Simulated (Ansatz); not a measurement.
Input and output for `[Cl][Ti]([Cl])([Cl])[I]`.

```yaml
crystal:
  periodic: [false, false, false]
  atoms:
    - {symbol: Cl, position_ang: [-0.995425, -0.433695, 1.891668]}
    - {symbol: Ti, position_ang: [0.016435, -0.095002, 0.011910]}
    - {symbol: Cl, position_ang: [2.107700, -0.608454, 0.199097]}
    - {symbol: Cl, position_ang: [-0.897883, -1.288237, -1.541240]}
    - {symbol: I, position_ang: [-0.181027, 2.351689, -0.602735]}
basis:
  gaussian: {orbitals: def2-mTZVP}
hamiltonian: {xc: {name: r2SCAN0}}
scf: {lower_state_search: light}
output: {forces: true}
```

```sh
$ ansatz run in.yaml --threads 4 --pin off --events-out ev --progress --plain --max-ram 10444MiB
```

It prints (some lines left out):

```
Functional definition: r2SCAN0
1228 factors; integrals over basis functions are off by at most 3.4e-4 eV
mean field evaluation 1: about -68785.8327 eV, gradient 2.9e1 eV
mean field evaluation 2: about -68713.3380 eV, gradient 2.4e2 eV
mean field evaluation 4: about -68787.7649 eV, gradient 4.9e0 eV
mean field evaluation 8: about -68787.9086 eV, gradient 7.3e-1 eV
mean field evaluation 16: about -68787.9101 eV, gradient 2.6e-4 eV
mean field -68787.91005559 eV, -2527.9090684227 hartree, gradient 7.5e-5 eV, S^2 0.000000; 0 other end points of the search recorded, 0 dependent functions left out
reference -68787.91006651 eV, -2527.9090688242 hartree; 49, 49 occupied and 86, 86 virtual orbitals, 1228 factors
Total energy: -68787.91006651 eV, -2527.9090688242 hartree
Atom 0 at    -0.995425    -0.433695     1.891668 Å, force    -0.026539    -0.024312     0.055356 eV/Å
Atom 1 at     0.016435    -0.095002     0.011910 Å, force    -0.000134     0.005613    -0.001985 eV/Å
Atom 2 at     2.107700    -0.608454     0.199097 Å, force     0.058561    -0.028598     0.009257 eV/Å
Atom 3 at    -0.897883    -1.288237    -1.541240 Å, force    -0.024308    -0.047326    -0.038744 eV/Å
Atom 4 at    -0.181027     2.351689    -0.602735 Å, force    -0.007579     0.094623    -0.023884 eV/Å
Dipole moment:    -0.011890     0.147365    -0.037024 e Å
```

It took 6 s on 4 threads of an Arm Neoverse V1 on a shared host, with 0.5 GiB of host memory at the peak.
